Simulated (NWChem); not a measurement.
System: SiH4Te; SMILES [SiH3][TeH]

Input file for NWChem:

```
start job
memory heap 200 mb stack 900 mb global 1100 mb
geometry units angstroms noautosym nocenter noautoz
  Te    -0.025528     0.640112     0.013179
  H      1.637679     0.693036    -0.019931
  Si    -0.015740    -1.865534     0.003133
  H      0.682951    -2.414997     1.201832
  H      0.626894    -2.406032    -1.230546
  H     -1.455221    -2.256409     0.034711
end
basis spherical
  * library def2-svpd
end
ecp
  Te library def2-ecp
end
dft
  xc xcamb88 1.00 lyp 0.81 vwn_5 0.19 hfexch 1.00
  cam 0.33 cam_alpha 0.19 cam_beta 0.46
  iterations 150
end
property
  response 1 0.0
end
task dft property
```

Parts of the log:

```
             Northwest Computational Chemistry Package (NWChem) 7.3.0
             --------------------------------------------------------

                             Geometry "geometry" -> ""
                             -------------------------

 Output coordinates in angstroms (scale by  1.889725989 to convert to a.u.)

  No.       Tag          Charge          X              Y              Z
 ---- ---------------- ---------- -------------- -------------- --------------
    1 Te                  52.0000    -0.02552800     0.64011200     0.01317900
    2 H                    1.0000     1.63767900     0.69303600    -0.01993100
    3 Si                  14.0000    -0.01574000    -1.86553400     0.00313300
    4 H                    1.0000     0.68295100    -2.41499700     1.20183200
    5 H                    1.0000     0.62689400    -2.40603200    -1.23054600
    6 H                    1.0000    -1.45522100    -2.25640900     0.03471100

 Effective nuclear repulsion energy (a.u.)     213.6123373097

                                 NWChem DFT Module
                                 -----------------

 Summary of "ao basis" -> "ao basis" (spherical)
 ------------------------------------------------------------------------------
       Tag                 Description            Shells   Functions and Types
 ---------------- ------------------------------  ------  ---------------------
 Te                        def2-svpd                13       35   5s5p3d
 H                         def2-svpd                 4        8   2s2p
 Si                        def2-svpd                10       24   5s3p2d

            General Information
            -------------------
          SCF calculation type: DFT
          Wavefunction type:  closed shell.
          No. of atoms     :     6
          No. of electrons :    42
           Alpha electrons :    21
            Beta electrons :    21
          Charge           :     0
          Spin multiplicity:     1
          Use of symmetry is: off; symmetry adaption is: off
          Maximum number of iterations: 150
          AO basis - number of functions:    91
                     number of shells:    39
          Convergence on energy requested:  1.00D-06
          Convergence on density requested:  1.00D-05
          Convergence on gradient requested:  5.00D-04

              XC Information
              --------------
                     Hartree-Fock (Exact) Exchange  1.000
                   CAM-Becke88 Exchange Functional  1.000
                      VWN V Correlation Functional  0.190 local
              Lee-Yang-Parr Correlation Functional  0.810

           Range-Separation Parameters
           ---------------------------
           Alpha           :  0.19
           Beta            :  0.46
           Gamma           :  0.33
           Short-Range HF  :     F

             Grid Information
             ----------------
          Grid used for XC integration:  medium
          Radial quadrature: Mura-Knowles
          Angular quadrature: Lebedev.
          Tag              B.-S. Rad. Rad. Pts. Rad. Cut. Ang. Pts.
          ---              ---------- --------- --------- ---------
          Te                  1.40      123          12.0       590
          H                   0.35       45          12.0       434
          Si                  1.10       88          13.0       590
          Grid pruning is: on
          Number of quadrature shells:   391
          Spatial weights used:  Erf1

      Superposition of Atomic Density Guess
      -------------------------------------

 Sum of atomic energies:        -601.95761876

      Non-variational initial energy
      ------------------------------

 Total energy =    -558.108367
 1-e energy   =   -1085.272323
 2-e energy   =     418.662854
 HOMO         =      -0.257089
 LUMO         =       0.012193

   convergence    iter        energy       DeltaE   RMS-Dens  Diis-err
 ---------------- ----- ----------------- --------- --------- ---------
 d= 0,ls=0.0,diis     1   -559.7921320415 -6.68D+02  7.91D-03  1.68D-01
 d= 0,ls=0.0,diis     2   -559.8145123501 -2.24D-02  2.91D-03  2.80D-02
 d= 0,ls=0.0,diis     3   -559.8194457179 -4.93D-03  7.51D-04  3.77D-03
 d= 0,ls=0.0,diis     4   -559.8201707049 -7.25D-04  1.74D-04  5.84D-05
 d= 0,ls=0.0,diis     5   -559.8201810102 -1.03D-05  4.84D-05  6.44D-06
  Resetting Diis
 d= 0,ls=0.0,diis     6   -559.8201823833 -1.37D-06  9.90D-06  9.26D-08
 d= 0,ls=0.0,diis     7   -559.8201824364 -5.31D-08  1.90D-06  8.13D-09

         Total DFT energy =     -559.820182436357
      One electron energy =    -1086.675996065768
           Coulomb energy =      461.475311060458
    Exchange-Corr. energy =      -43.120599002206
 Nuclear repulsion energy =      108.501101571158

 Numeric. integr. density =       41.999966286966

                       DFT Final Molecular Orbital Analysis
                       ------------------------------------

 Vector   19  Occ=2.000000D+00  E=-4.066345D-01
              MO Center= -6.8D-02, -7.3D-01,  1.0D-02, r^2= 4.4D+00
   Bfn.  Coefficient  Atom+Function         Bfn.  Coefficient  Atom+Function
  ----- ------------  ---------------      ----- ------------  ---------------
    12      0.306666  1 Te px                84      0.302514  6 H  s
    36      0.289893  2 H  s                 55     -0.200869  3 Si px
    52     -0.198680  3 Si px                15      0.176692  1 Te px
     3     -0.172705  1 Te s                 37      0.155148  2 H  s
     9     -0.123192  1 Te px                 4     -0.117887  1 Te s

 Vector   20  Occ=2.000000D+00  E=-3.577865D-01
              MO Center= -1.2D-02, -3.3D-03,  1.0D-02, r^2= 3.5D+00
   Bfn.  Coefficient  Atom+Function         Bfn.  Coefficient  Atom+Function
  ----- ------------  ---------------      ----- ------------  ---------------
    13      0.461637  1 Te py                16      0.283621  1 Te py
    53     -0.250072  3 Si py                56     -0.247923  3 Si py
     3      0.228661  1 Te s                  4      0.184908  1 Te s
    10     -0.181242  1 Te py                12     -0.153688  1 Te px
     7     -0.142490  1 Te py                50      0.135866  3 Si py

 Vector   21  Occ=2.000000D+00  E=-2.829679D-01
              MO Center=  2.4D-02,  4.5D-01,  1.1D-02, r^2= 2.8D+00
   Bfn.  Coefficient  Atom+Function         Bfn.  Coefficient  Atom+Function
  ----- ------------  ---------------      ----- ------------  ---------------
    14      0.586577  1 Te pz                17      0.481003  1 Te pz
    11     -0.228157  1 Te pz                 8     -0.178098  1 Te pz
    69     -0.099120  4 H  s                 77      0.099464  5 H  s
    68     -0.086877  4 H  s                 76      0.087143  5 H  s
    59      0.054787  3 Si d -1              57      0.046593  3 Si pz

 Vector   22  Occ=0.000000D+00  E= 1.706780D-03
              MO Center=  3.6D-02, -2.0D-01,  8.6D-03, r^2= 8.8D+00
   Bfn.  Coefficient  Atom+Function         Bfn.  Coefficient  Atom+Function
  ----- ------------  ---------------      ----- ------------  ---------------
    47      1.801365  3 Si s                 48     -0.982987  3 Si s
    19      0.452790  1 Te py                69     -0.341514  4 H  s
    77     -0.341782  5 H  s                 16      0.322395  1 Te py
    46      0.317580  3 Si s                 13      0.249149  1 Te py
    45      0.197202  3 Si s                 53      0.185652  3 Si py

 Vector   23  Occ=0.000000D+00  E= 1.254376D-02
              MO Center=  2.6D-01,  4.1D-01,  6.5D-03, r^2= 8.4D+00
   Bfn.  Coefficient  Atom+Function         Bfn.  Coefficient  Atom+Function
  ----- ------------  ---------------      ----- ------------  ---------------
     5      1.044071  1 Te s                  3     -0.395151  1 Te s
     4     -0.338491  1 Te s                 12     -0.233891  1 Te px
    19      0.214454  1 Te py                67      0.209876  3 Si d  2
    41      0.185130  2 H  px                36      0.176989  2 H  s
    35      0.166617  1 Te d  2              85     -0.156824  6 H  s

 Vector   24  Occ=0.000000D+00  E= 4.860253D-02
              MO Center= -3.5D-01,  6.5D-01,  2.0D-02, r^2= 1.7D+01
   Bfn.  Coefficient  Atom+Function         Bfn.  Coefficient  Atom+Function
  ----- ------------  ---------------      ----- ------------  ---------------
    18      1.269326  1 Te px                15     -0.381475  1 Te px
    63     -0.257484  3 Si d -2               4     -0.244807  1 Te s
    47      0.199422  3 Si s                 41     -0.143076  2 H  px
    85      0.130571  6 H  s                 12     -0.129158  1 Te px
    55     -0.104632  3 Si px                 3      0.098437  1 Te s

     Multipole analysis of the density
     ---------------------------------

     L   x y z        total         alpha         beta         nuclear
     -   - - -        -----         -----         ----         -------
     0   0 0 0      0.000000    -21.000000    -21.000000     42.000000

     1   1 0 0      0.078077     -0.583882     -0.583882      1.245842
     1   0 1 0     -0.237627     16.075373     16.075373    -32.388373
     1   0 0 1     -0.002521     -0.328395     -0.328395      0.654268

     2   2 0 0    -30.639262    -25.458218    -25.458218     20.277173
     2   1 1 0      0.422090     -2.074084     -2.074084      4.570259
     2   1 0 1     -0.064434      0.043752      0.043752     -0.151938
     2   0 2 0    -30.864977   -150.686123   -150.686123    270.507270
     2   0 1 1     -0.000902     -0.155464     -0.155464      0.310026
     2   0 0 2    -34.014113    -22.300359    -22.300359     10.586604

 *** CALLING NEW AORESP DRIVER FOR CLOSED AND OPEN SHELLS ***
 Entering AOResponse driver routine

--------------------------------------------------------------------------------

          -----------------------------------------------
          Solving response equations for perturbing field
          -----------------------------------------------

 number of frequencies:     1
 frequency in a.u.:  0.0000000E+00
 Perturbing field: electric
 Using El. Dipole Length Gauge

 Setting up CPKS with frequency omega =      0.00000000 a.u.

 STATIC response

                                NWChem CPHF Module
                                ------------------

  scftype          =     RHF
  nclosed          =       21
  nopen            =        0
  variables        =     1470
  # of vectors     =        3
  tolerance        = 0.10D-03
  level shift      = 0.00D+00
  max iterations   =       50
  max subspace     =       30

 SCF residual:    6.8477864563817011E-005

Iterative solution of linear equations
  No. of variables     1470
  No. of equations        3
  Maximum subspace       30
        Iterations       50
       Convergence  1.0D-04

   iter   nsub   residual    time
   ----  ------  --------  ---------
     1      3    2.13D+00      62.3
     2      6    1.16D+00      71.6
     3      9    1.19D-01      79.5
     4     12    2.19D-02      87.5
     5     15    2.95D-03      96.5
     6     18    5.68D-04     105.0
     7     21    1.43D-04     116.2
     8     24    1.95D-05     126.2

 Electric Dipole Response Matrix (nonzero elements):

              1        2        3
    1   64.4653   1.2067   0.0060
    2    1.2067  90.4965   0.0795
    3    0.0060   0.0795  64.5251

 ------------------------------------------
 average:        73.16230 + I       0.00000

 DFT Linear Response polarizability / au
 Frequency  =       0.0000000 / au
              X              Y              Z
 -----------------------------------------------
 X      64.4652634      1.2067200      0.0059661
 Y       1.2067001     90.4965308      0.0795238
 Z       0.0059660      0.0795233     64.5250934
 -----------------------------------------------
 Eigenvalues =      64.4093985     90.5525946     64.5248945
 Isotropic   =      73.1622959
 Anisotropic =      26.0856399
 -----------------------------------------------

 Magnetic Dipole Response Matrix (nonzero elements):

 Exiting AOResponse driver routine
```

Level: CAM-B3LYP/def2-SVPD with def2 effective core potentials on Te. All runs use the structure optimised with PBE0/def2-SVP. Not confirmed as a minimum by frequencies. def2 effective core potentials on Te; no spin-orbit coupling.
